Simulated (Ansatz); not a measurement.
Input file for Ansatz (a first-principles code): R-CCSD(T)/cc-pV(D+d)Z on BH5O2Si (SMILES OB(O)[SiH3]), a point of a torsion scan. Files ending in .json are basis or fitting sets from the Basis Set Exchange.

Ansatz 0.2 input:
```yaml
crystal:
  periodic: [false, false, false]
  atoms:
    - {symbol: O, position_ang: [-1.46032597, -1.09599950, -0.13616990]}
    - {symbol: B, position_ang: [-0.69443994, -0.00954409, 0.09587813]}
    - {symbol: O, position_ang: [-1.36517598, 1.13422310, 0.42697058]}
    - {symbol: Si, position_ang: [1.26371124, -0.19396304, -0.08358216]}
    - {symbol: H, position_ang: [-2.40601748, -0.95422368, -0.04614782]}
    - {symbol: H, position_ang: [-0.85173758, 1.92077066, 0.59912051]}
    - {symbol: H, position_ang: [1.77222479, 0.31609838, -1.36858966]}
    - {symbol: H, position_ang: [1.77332698, -1.56126714, 0.03833108]}
    - {symbol: H, position_ang: [1.99583856, 0.60498090, 0.91983740]}
basis:
  gaussian:
    orbitals: cc-pV_D+d_Z.json
magnetization: {spin_polarized: false}
correlation: {method: ccsd_t, electrons: outside_noble_gas}
scf: {lower_state_search: off}
```

The head of its log:

```
WARN ansatz: RAYON_NUM_THREADS=1 ignored (pool sized by the plan → 1); use --threads N
Functional definition: HF
these checks for a lower state are left out or cut short: stability, starts, cluster_reference, orbital_swaps, neighbouring_geometries, increment
integrals: 0.09 GiB planned
859 factors; integrals over basis functions are off by at most 1.3e-3 eV
mean field: 0.22 GiB planned
mean field evaluation 1: about -12686.7696 eV, gradient 4.0e1 eV
mean field evaluation 2: about -12686.8637 eV, gradient 4.0e1 eV
mean field evaluation 4: about -12690.3514 eV, gradient 3.1e0 eV
mean field evaluation 8: about -12690.4027 eV, gradient 1.3e-1 eV
mean field -12690.40285424 eV, -466.3637030293 hartree, gradient 7.0e-6 eV, S^2 0.000000; 0 other end points of the search recorded, 0 dependent functions left out
8 core orbitals not correlated
reference -12690.40285424 eV, -466.3637030293 hartree; 12, 12 occupied and 70, 70 virtual orbitals, 859 factors
```

Problem. What total energy does the run end on?

Solution. -466.9787 hartree (reference determinant -466.3637, T1 diagnostic 0.015).
